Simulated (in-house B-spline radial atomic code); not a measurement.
**The arsenic ion As⁸⁺: [He] 2s2 (2p1/2)2 (2p3/2)3 3s2 3p6 3d8 (with a hole in an inner shell)**

All numbers are computed (Dirac-Hartree-Fock, average of the jj configuration; Fermi nucleus of rms radius 4.0968 fm) with an all-electron radial atomic-structure program (B-spline basis), not measured.

Screening seen three ways: the hydrogenic charge with the same mean radius, Z_r = [3n² - l(l+1)]/(2<r>), the one with the same energy, Z_e = n√(-2ε), and Slater's rules. Values are occupation-weighted means over j. An effective charge above Z reflects the relativistic contraction of the inner shells.

| shell | electrons | ε (eV) | <r> (bohr) | Z_r | Z_e | Slater |
| --- | --- | --- | --- | --- | --- | --- |
| 1s | 2 | -12220 | 0.04544 | 33.01 | 29.97 | 32.70 |
| 2s | 2 | -1789.3 | 0.2 | 30.00 | 22.94 | 29.20 |
| 2p | 5 | -1609.7 | 0.1754 | 28.50 | 21.75 | 29.20 |
| 3s | 2 | -394.3 | 0.5697 | 23.69 | 16.15 | 22.60 |
| 3p | 6 | -329.55 | 0.5762 | 21.69 | 14.76 | 22.60 |
| 3d | 8 | -226.32 | 0.5711 | 18.39 | 12.24 | 13.55 |

The least bound orbital is 3d5/2 at -225.6 eV, while the most diffuse is 3p3/2 (<r> = 0.5789 bohr against 0.573 bohr): energy order and size order differ. The part-filled 2p shell lies below the filled 3p shell in orbital energy.

For the 1s electron the small component carries 1.43 % of the norm, the zero-frequency Breit interaction raises the level by 17.63 eV, self-energy by 9.321 eV, and vacuum polarisation lowers it by 0.9163 eV.
